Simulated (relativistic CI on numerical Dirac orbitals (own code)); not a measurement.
Level scheme of Tc⁴²⁺

Computed by Dirac equation for one electron, model QED (radiative potential, 1s self-energy scaled to tabulated hydrogen-like ionisation energies) (own radial code, finite nucleus).

CI space: 1s, 2s, 2p, 3s, 3p, 3d, 4s, 4p, 4d, 4f, 5s, 5p, 5d, 5f, 5g, 6s, 6p, 6d. Levels of other configurations are missing.

The lowest level is 1s ²S1/2, with 100 % of that term; Hund's rules for 1s give ²S with J = 1/2, in agreement.

```
No.  Configuration  Term    J  E (10³ cm⁻¹)    %  Landé g  Lifetime (s)
  1             1s    ²S  1/2             0  100    1.935              
  2             2p   ²P°  1/2        155614  100    0.649      4.61e-16
  3             2s    ²S  1/2        155640  100    1.985              
  4             2p   ²P°  3/2        156947  100    1.321      4.78e-16
  5             3p   ²P°  1/2        184859  100    0.658      1.55e-15
  6             3s    ²S  1/2        184867  100    1.995      3.82e-14
  7             3d    ²D  3/2        185254  100    0.794      4.30e-15
  8             3p   ²P°  3/2        185255  100    1.328      1.56e-15
  9             3d    ²D  5/2        185380  100    1.195      4.46e-15
 10             4p   ²P°  1/2        195040  100    0.662      3.66e-15
 11             4s    ²S  1/2        195043  100    1.998      5.55e-14
 12             4d    ²D  3/2        195206  100    0.796      9.95e-15
 13             4p   ²P°  3/2        195206  100    1.331      3.63e-15
 14             4f   ²F°  5/2        195259  100    0.854      2.08e-14
 15             4d    ²D  5/2        195259  100    1.197      1.04e-14
 16             4f   ²F°  7/2        195285  100    1.140      2.10e-14
 17             5p   ²P°  1/2        199729  100    0.663      7.12e-15
 18             5s    ²S  1/2        199730  100    2.000      8.71e-14
 19             5d    ²D  3/2        199814  100    0.797      1.91e-14
 20             5p   ²P°  3/2        199814  100    1.332      7.03e-15
 21             5f   ²F°  5/2        199841  100    0.855      4.01e-14
 22             5d    ²D  5/2        199841  100    1.198      1.99e-14
 23             5g    ²G  7/2        199854  100    0.887      6.80e-14
 24             5f   ²F°  7/2        199854  100    1.141      4.06e-14
 25             5g    ²G  9/2        199862  100    1.109      6.84e-14
 26             6p   ²P°  1/2        202266  100    0.664      1.22e-14
 27             6s    ²S  1/2        202267  100    2.000      1.33e-13
 28             6d    ²D  3/2        202315  100    0.798      3.26e-14
 29             6p   ²P°  3/2        202315  100    1.333      1.21e-14
 30             6d    ²D  5/2        202331  100    1.199      3.40e-14
```

Energies count from the lowest computed level; ° marks odd parity; lifetimes are radiative, by E1, M1, E2, M2 decay to levels of this space only; some are left blank where a channel outside the calculation adds to the decay or the decay crosses a small, uncertain gap.
